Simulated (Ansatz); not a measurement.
# Interaction energy ladder

The pair of HCN (SMILES C#N, atoms 1–3) and H2 (SMILES [H][H], atoms 4–5), both closed shells, in one local arrangement (a lower one may exist), relaxed at PBE0-D4/def2-TZVP:

C1  (0.201, 0.042, -1.734)
N2  (0.065, 0.013, -0.597)
H3  (0.328, 0.070, -2.795)
H4  (-0.340, -0.071, 2.935)
H5  (-0.256, -0.054, 2.192)
(Å)

Program: Ansatz 0.2.0. Basis: def2-TZVPPD, with def2-QZVPPD for the basis limit. Cores are frozen in the correlated methods. B3LYP uses VWN-RPA correlation. Extrapolation: Hartree–Fock as exp(−7.88 √X), correlation as X^−2.97. Interaction energies count from these two fragments, frozen as in the pair, with the counterpoise correction; negative means bound.

Task: What is the interaction energy by CCSD(T) at an estimated basis limit (MP2 extrapolated from triple and quadruple zeta, plus CCSD(T) − MP2 in triple zeta)? (Judge from chemistry; the value comes from the calculation.)

Result: Computed: -0.51 kcal/mol. Hartree–Fock alone gives -0.11 kcal/mol at the basis limit. It counts from the two fragments frozen as in the pair.

The same quantity by other methods in triple zeta, and each one's difference from that estimate:
```csv
method,E_int (kcal/mol),difference
PBE-D4,-0.66,-0.15
revPBE-D4,-0.46,0.06
BLYP-D4,-0.33,0.19
r2SCAN-D4,-0.23,0.29
B97M-V,-0.52,-0.01
PBE0-D4,-0.59,-0.08
B3LYP-D4,-0.43,0.08
HSE06-D4,-0.60,-0.09
wB97X-V,-0.51,0.00
wB97M-V,-0.44,0.07
B2PLYP,-0.34,0.17
HF,-0.11,0.40
MP2,-0.51,0.01
CCSD,-0.42,0.09
CCSD(T),-0.48,0.04
```
Differences are method less estimate.

Task: Which atoms make the shortest contact between the fragments?

Result: N2 and H5, 2.81 Å apart.

Basis-set superposition shift (counterpoise-corrected less uncorrected): CCSD(T) 0.11; MP2 0.12; HF 0.01; PBE0-D4 0.02; wB97M-V 0.04 kcal/mol.

The T1 diagnostic stays at or below 0.015.

For scale, one of the runs: CCSD(T)/def2-TZVPPD, 125 basis functions, launched by `ansatz run in.yaml --threads 2 --pin off --events-out ev --progress --plain --max-ram 5222MiB`. The run took about 2.7 s on 2 CPU threads of an Intel Xeon Platinum 8488C (shared host).
